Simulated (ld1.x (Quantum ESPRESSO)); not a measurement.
# Before and after: RRKJ potential for zirconium

zirconium (Zr), norm-conserving RRKJ (Kleinman–Bylander form), made with ld1.x (Quantum ESPRESSO) 7.5 (LDA (PZ), scalar-relativistic). Core [Ar] 3d10, reference 4s2 4p6 4d2 5s0 5p0 (charge +2). Waves: 4s (bound): rc 1.40 bohr; 4p (bound): rc 2.35 bohr; 4d (bound): rc 2.80 bohr. Local part: the d channel. Core correction: Bessel-smoothed model core, default radius (core density twice the valence density). rho0 = 0.01.

Change: local potential all-electron potential smoothed inside 1.20 bohr (lloc = -1).

Cutoffs: the cutoffs (Ry, on a coarse ladder) from which the occupation-weighted sum of valence levels, in a spherical-Bessel basis at the reference potential, stays within 10 and 1 mRy of its value at 400 Ry; they do not see the model core or the augmentation charge, which bear on the density cutoff. Errors are all-electron minus pseudo energies relative to the spin-unpolarised reference configuration.

Question: Predict the effect on cutoff, ghosts and configuration errors.

Answer: The potential gets neither clearly harder nor softer (70 Ry and 90 Ry → 70 Ry and 90 Ry); of the 9 tests that both files solve, the error grows in 9 and shrinks in 0 by more than 15 % and 0.3 meV (median size 43.4 → 568.2 meV); the range in which the s phases agree narrows (upper end 1.8 → -1.8); the range in which the p phases agree narrows (upper end 2.4 → -0.9); neither file shows a bound ghost.

```tsv
quantity	base	changed
cutoff, loose	70 Ry	70 Ry
cutoff, tight	90 Ry	90 Ry
loose cutoff by channel (10 mRy a level)	s 60 Ry, p 18 Ry, d 18 Ry	s 45 Ry, p 18 Ry, d 18 Ry
bound ghosts	none	none
error for 4s2 4p6 4d2 5s2 5p0, meV [ΔE -20.59 eV]	-80	+803
error for 4s2 4p6 4d2 5s1 5p0, meV [ΔE -13.24 eV]	-34	+568
error for 4s2 4p6 4d1 5s0 5p0, meV [ΔE 22.82 eV]	+22	+58
error for 4s2 4p6 4d1 5s2 5p1, meV [ΔE -17.53 eV]	-61	+1211
error for 4s1 4p6 4d2 5s2 5p0, meV [ΔE 39.98 eV]	+43	+1982
error for 4s2 4p6 4d2 5s1 5p1, meV [ΔE -17.48 eV]	-73	+504
error for 4s2 4p6 4d3 5s0 5p0, meV [ΔE -12.78 eV]	-4.0	+11
error for 4s2 4p6 4d2 5s0 5p0 (spin-polarised), meV [ΔE -0.62 eV]	+32	+52
error for 4s2 4p6 4d2 5s2 5p0 (spin-polarised), meV [ΔE -21.08 eV]	-57	+825
s: phases at 3.06 bohr within 0.05 rad from the reference energy up to (Ry; the scan ends near 5)	1.8	-1.8
p: phases at 3.06 bohr within 0.05 rad from the reference energy up to (Ry; the scan ends near 5)	2.4	-0.9
d: phases at 3.06 bohr within 0.05 rad from the reference energy up to (Ry; the scan ends near 5)	0.2	0.3
```
